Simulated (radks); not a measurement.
The numbers below are computed, except where a source is named.
Problem. Ionisation of the germanium ion Ge2+, [Ar] 3d10 4s2, to Ge3+, [Ar] 3d10 4s1, under several functionals. Scalar-relativistic Kohn-Sham, spin-unpolarised, spherical densities, finite nucleus; a radial shooting solver on a logarithmic mesh with Libxc functionals. The NIST Atomic Spectra Database gives 34.058 eV (measured). Rank these functionals by the error of their Delta-SCF ionisation energy: LDA (Slater exchange, Perdew-Wang correlation); MS2 meta-GGA; exchange-only B88; exchange-only PBE; RPBE; exchange-only r2SCAN; OLYP; exchange-only LDA.

Solution. From best to worst: exchange-only PBE 34.020 eV (-0.037); exchange-only B88 34.016 eV (-0.041); exchange-only LDA 33.881 eV (-0.177); exchange-only r2SCAN 33.856 eV (-0.201); OLYP 34.300 eV (+0.242); RPBE 34.569 eV (+0.511); MS2 meta-GGA 34.695 eV (+0.638); LDA (Slater exchange, Perdew-Wang correlation) 35.215 eV (+1.157). Spin polarisation and multiplet splitting are left out, so open shells lie too high by an amount that depends on their filling.

Beside tabulated values, note that spin-unpolarised runs miss the spin-polarisation part of the exchange energy of open shells.
